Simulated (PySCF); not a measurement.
Dipole moment (D) of eight boron compounds: PBE beside r2SCAN, computed with PySCF for isolated molecules in the bases named; differences from unrounded values. The eight are the first of their class met in an unordered collection, after screening for sound electronic states; none was chosen by its value, except that the dipole had to exceed 0.05 D. Each molecule has one DFT geometry for both levels.

```csv
molecule,basis,r2SCAN,PBE,difference
"C3H7BO2, SMILES COB(C)C=O",def2-TZVP,3.78,3.75,-0.03
"C3H5BO, SMILES OB1C=CC1",def2-TZVP,1.40,1.36,-0.05
"C3H7BFN, SMILES CB(N)/C=C\F",def2-TZVP,0.13,0.23,0.09
"C3H7BF2O, SMILES [C@H](CC)(F)B(F)O",def2-TZVP,3.65,3.54,-0.11
"C₂H₄BNO₂, SMILES N#CCB(O)O",def2-TZVP,3.00,2.94,-0.06
"C₄H₅BO, SMILES O1CB(C#C)C1",def2-TZVP,2.28,2.14,-0.14
"C₃H₆BFO₂, SMILES C=C(OC)B(O)F",def2-TZVP,0.67,0.61,-0.06
"C3H6BFO, SMILES O1CCB1CF",def2-TZVP,1.53,1.53,0.00
```

PBE lies below r2SCAN in 6 and above it in 1 of the eight; the mean signed difference is -0.04 and the largest -0.14 D.
